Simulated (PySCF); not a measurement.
C2H5Cl2GeN, SMILES C/C=[N]/[GeH]([Cl])[Cl].

Geometry optimised at TPSSh-D3(BJ)/def2-SVP. The structure was generated by enumeration; whether it is a known compound was not checked. Other conformers were not sampled.

Vertical ionisation energy (IE) and electron affinity (EA) in eV. Rows of orbital energies are one-electron estimates. Where ΔSCF, EOM or ADC give a negative EA the extra electron is unbound and the value depends on the basis.

```
level                                           IE    EA
--------------------------------------------  ----  ----
−ε(HOMO), −ε(LUMO), M06-2X/def2-TZVP (PySCF)   ___   ___
−ε(HOMO), −ε(LUMO), PBE/def2-TZVP (PySCF)     6.34  2.24
```

Q: What belongs in the gaps? (The exact figures need the calculation; the answer reports its results.)

A: 
- −ε(HOMO), −ε(LUMO), M06-2X/def2-TZVP (PySCF), IE: 9.06
- −ε(HOMO), −ε(LUMO), M06-2X/def2-TZVP (PySCF), EA: 0.14
